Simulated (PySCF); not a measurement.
```xyz
3
charge 0 multiplicity 1, angstrom
Cd    0.0000    0.0000    0.0000
Cl    2.2669    0.0000    0.0000
Cl   -2.2669    0.0000    0.0000
```

All numbers come from PySCF, PBE0, basis Cd x2c-TZVPall, Cl x2c-TZVPall (spin-free X2C, no spin–orbit coupling, density fitting).

This geometry of CdCl2 is a stationary point at this level.

Q: What is the point group?

A: D∞h.

Q: Is it a minimum?

A: Yes: all harmonic wavenumbers are real.

Q: List the harmonic modes with their infrared intensities.

A: 
```json
{"symmetry": "πu", "ω (cm⁻¹)": "88", "IR (km/mol, summed over degenerate members)": "22.5", "type": "bend"}
{"symmetry": "σg+", "ω (cm⁻¹)": "330", "IR (km/mol, summed over degenerate members)": "0.0", "type": "stretch"}
{"symmetry": "σu+", "ω (cm⁻¹)": "424", "IR (km/mol, summed over degenerate members)": "61.7", "type": "stretch"}
```

Q: Give the ideal-gas entropy at 298.15 K and 1 bar by parts.

A: translation 173.9, rotation 72.3, vibration 39.9, spin 0.0; total 286.1 J/(mol K).

In D∞h the vibrations span πu + σg+ + σu+. The σg+ mode carries no infrared intensity, as symmetry demands. With a centre of inversion only u modes can be infrared active and only g modes Raman active.
